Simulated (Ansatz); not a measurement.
Relaxation of CH5AlF2O (10 atoms, charge 0, multiplicity 1), to a largest force component of 0.03 eV/Å in at most 50 steps.

The calculation used RKS PBE-D4/def2-SVP in Ansatz 0.2.0.

```xyz
10
Properties=species:S:1:pos:R:3
Al 0.270 1.884 0.942
O -0.233 -0.332 -1.246
C -0.319 -1.565 -0.535
F -0.435 3.351 0.565
F -0.285 1.034 2.273
H 0.657 0.038 -1.090
H 1.445 1.314 0.122
H -1.353 -1.942 -0.653
H 0.377 -2.343 -0.937
H -0.123 -1.439 0.559
```

Problem. Where does it end, and by what steps?

Solution. The forces met the threshold. The force dipped under the threshold on the way, but the program's further checks kept it going. After 48 steps the energy has fallen by 1.149 eV; F4 moved furthest, 2.36 Å. Joined: Al1–O2.

```
step  energy less start (eV)  largest force component (eV/Å)  accepted
   0                  0.0000                           0.662       yes
   2                 -0.3491                           1.112       yes
   4                 -0.7658                           1.558       yes
   6                 -0.9937                           0.597       yes
   8                 -1.0587                           0.244       yes
  10                 -1.0807                           0.159       yes
  12                 -1.0884                           0.153       yes
  14                 -1.0908                           0.141       yes
  16                 -1.0944                           0.210       yes
  18                 -1.1018                           0.120       yes
  20                 -1.1066                           0.100       yes
  22                 -1.1085                           0.153        no
  24                 -1.1106                           0.114       yes
  26                 -1.1115                           0.018       yes
  28                 -1.1084                           0.463        no
  30                 -1.1125                           0.025       yes
  32                 -1.1126                           0.425        no
  34                 -1.1181                           0.111       yes
  36                 -1.1239                           0.272       yes
  38                 -1.1307                           0.162       yes
  40                 -1.1391                           0.057       yes
  42                 -1.1359                           0.357        no
  44                 -1.1451                           0.079       yes
  46                 -1.1472                           0.093       yes
  48                 -1.1485                           0.029       yes
```

```xyz
10
Properties=species:S:1:pos:R:3
Al 0.353 1.409 0.640
O 0.597 -0.315 -0.313
C -0.540 -1.111 -0.722
F -1.276 1.202 1.057
F 1.461 0.865 1.814
H 1.137 -0.787 0.360
H 0.744 2.619 -0.302
H -1.044 -0.549 -1.529
H -0.184 -2.081 -1.121
H -1.248 -1.252 0.117
```

Whether the end is a true minimum wasn't checked by a vibrational analysis.

Time of the run: 92 s on 2 threads of Arm Neoverse V1, on a shared host, peak memory 0.15 GiB.
